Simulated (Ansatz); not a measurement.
Total energies of `C[N]=[Nb]([NH2])([NH2])[NH2]`.

```xyz
15

C    -0.894   -2.289   -0.668
N    -0.396   -1.014   -0.296
Nb    0.219    0.559    0.163
N     2.051    0.291    0.909
N    -1.025    1.309    1.533
N     0.259    1.688   -1.483
H    -0.846   -2.432   -1.754
H    -1.941   -2.410   -0.362
H    -0.315   -3.093   -0.199
H     2.476    0.914    1.582
H     2.601   -0.552    0.843
H    -1.746    0.800    2.020
H    -1.153    2.300    1.688
H    -0.184    1.469   -2.363
H     0.895    2.463   -1.613
```

Total charge 0; spin multiplicity 1. Correlated methods include outer-core shells of Nb, which these sets cover unevenly. Nb takes the def2 core potential. The structure was optimised at the PBE0-D4/def2-TZVP level. It is one conformer, not always the lowest. Basis def2-TZVPP, Ansatz 0.2.0.

RPA on PBE orbitals: Hartree–Fock energy of these orbitals -317.40524 Eh, correlation -2.32466 Eh (frozen core).

```tsv
functional	energy without D4 (Eh)	D4 term (kJ/mol)
LDA (SPW92)	-317.47336	–
PBE	-319.47337	-32.9
revPBE	-319.74081	-90.7
BLYP	-319.65596	-69.4
r2SCAN	-319.65242	-8.9
B97M-V	-319.73446	–
PBE0	-319.44074	-28.4
B3LYP	-319.79275	-52.3
r2SCANh	-319.61346	-9.5
r2SCAN0	-319.55701	-10.4
HSE06 (plane-wave form)	-319.42617	-26.6
BHLYP	-319.47901	-41.5
CAM-B3LYP	-319.59337	-29.1
LC-ωPBE	-319.60342	–
ωB97X-V	-319.63278	–
ωB97M-V	-319.55197	–
B2PLYP	-319.47361	–
PBE-QIDH	-319.34860	–
```

B3LYP takes the VWN-RPA correlation (the form of Gaussian; ORCA's B3LYP/G). HSE06 is the plane-wave form, built on full-range PBE exchange. The double hybrids freeze the cores in their second-order part.

LC-ωPBE has ω = 0.4 bohr⁻¹.
